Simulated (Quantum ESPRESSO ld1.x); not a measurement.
Values are calculated unless marked as measured or tabulated.
Valence configurations of Si (all share [Ne]). Code: ld1.x of Quantum ESPRESSO 7.5. Model: Dirac Kohn-Sham, relativistic LDA (MacDonald-Vosko exchange, VWN5 correlation), spin-unpolarised, spherical densities, point nucleus; open shells are shared between the two j in proportion to 2j + 1. Energies are relative to 3s2 3p2; eigenvalues in eV.

valence,E (eV),e(3p1/2),e(3p3/2),e(3s1/2)
3s2 3p2,0.000,-4.185,-4.153,-10.871
3s1.5 3p2.5,3.377,-4.483,-4.449,-11.260
3s1 3p3,6.799,-4.763,-4.728,-11.624
3s0.5 3p3.5,10.261,-5.028,-4.992,-11.969
3p4,13.763,-5.282,-5.244,-

NIST lists [Ne] 3s2 3p2 as the ground configuration; this level of theory agrees among the configurations tried. The energies are those of spherical spin-averaged densities, not of single terms.
